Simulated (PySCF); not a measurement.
TaOCl2, SMILES [Cl][Ta](=[O])[Cl] (connectivity only; charge and spin as stated), neutral, multiplicity 2.

Coordinates come from a B3LYP-D3(BJ)/def2-SVP optimisation. The multiplicity is an assumed one; other spin states were not compared. The isomer is the one that the SMILES or the coordinates give; other isomers of the formula were not compared. The def2 effective core potentials stand for the cores of Ta; spin–orbit coupling is left out.

These are PBE/def2-TZVPD run with PySCF values and carry that method's errors.

```
Property                                                                                                        Result
---------------------------------------------------------------------------------------------  -----------------------
total energy                                                                                       -1052.47098 hartree
point group                                                                                                        C2v
α spin, highest occupied and lowest empty level                                                     -5.97 and -4.30 eV
β spin, highest occupied and lowest empty level                                                     -8.24 and -4.21 eV
dipole moment                                                                                                   1.59 D
quadrupole, principal values (traceless, Buckingham form, about the centre of nuclear charge)   -4.84, -1.25, 6.10 D·Å
mean static polarisability                                                                       76.0 bohr³ (11.26 Å³)
polarisability, principal values                                                                64.2, 72.6, 91.3 bohr³
⟨S²⟩                                                                                           0.756 (pure state 0.75)
```
